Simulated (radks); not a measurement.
Kr+, 35 electrons, occupied as [Ar] 3d9 4s2 4p6 (not the ground configuration).

Method: scalar-relativistic Kohn-Sham, r2SCAN, spin-unpolarised, spherical densities, finite nucleus; meta-GGA in the generalised Kohn-Sham scheme; Fermi nuclear charge, rms radius 4.1884 fm; computed with a radial shooting solver on a logarithmic mesh with Libxc functionals.

Energy parts (hartree):
| part | energy |
|---|---|
| total | -2787.22503 |
| kinetic | 2851.25041 |
| electron-nucleus | -6693.45772 |
| Hartree | 1150.73028 |
| exchange-correlation | -95.74800 |

Orbitals (lengths in bohr, moments of r in powers of bohr):
| orbital | occ. | eigenvalue (hartree) | <1/r> | <r^2> |
|---|---|---|---|---|
| 1s | 2 | -522.7076 | 36.76 | 0.002320 |
| 2s | 2 | -70.18248 | 8.181 | 0.03963 |
| 2p | 6 | -62.10073 | 7.984 | 0.03136 |
| 3s | 2 | -10.88807 | 2.731 | 0.3160 |
| 3p | 6 | -8.27614 | 2.578 | 0.3323 |
| 3d | 9 | -3.98455 | 2.318 | 0.3566 |
| 4s | 2 | -1.38694 | 0.8954 | 2.533 |
| 4p | 6 | -0.80449 | 0.7598 | 3.481 |

The highest occupied level is 4p at -21.891 eV. The density falls to 0.001 e/bohr^3 at r = 3.65 bohr. The electron density at the nucleus is 5.013e+04 e/bohr^3 (large components only). Summed over all electrons, <r^2> = 32.06 bohr^2, which gives a Langevin (diamagnetic) susceptibility term of -25.4 x 10^-6 cm^3/mol.
